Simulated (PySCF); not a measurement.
# Removal energies of Zr⁴⁺ from EOM-IP-GCCSD

Reference: closed-shell Zr⁴⁺, [Kr]; one electron is removed. Calculated with PySCF 2.14, two-component X2C-1e with screened spin-orbit coupling, x2c-TZVPPall-2c with one added diffuse shell each of s, p, d, f type (9s10p8d3f1g, 109 functions); frozen [Ne]; of the others 106 kept and the rest restored at second order. No Breit or QED terms. Binding energies in eV.

```
level  Koopmans  second order  EOM-CCSD
3d3/2    245.42        235.26    237.86
3d5/2    242.81        232.78    235.33
4s1/2    109.03        103.87    103.77
4p1/2    82.019        81.731    81.854
4p3/2    79.966        79.762    79.885
```

One-hole weights below 0.9, a sign of mixing with satellites: 4s1/2 (0.81).

For comparison, the ionisation energy of Zr⁴⁺ is 80.348 ± 0.007 eV (semi-empirical (NIST evaluation); NIST Atomic Spectra Database, ionization energies).

Gaps of this size point to the basis (9s10p8d3f1g), which has few functions of high l to correlate and polarise the inner shells.

Where second order misses EOM-CCSD by more than 1 eV, it overshoots the relaxation and correlation of that hole or particle, which higher orders damp.
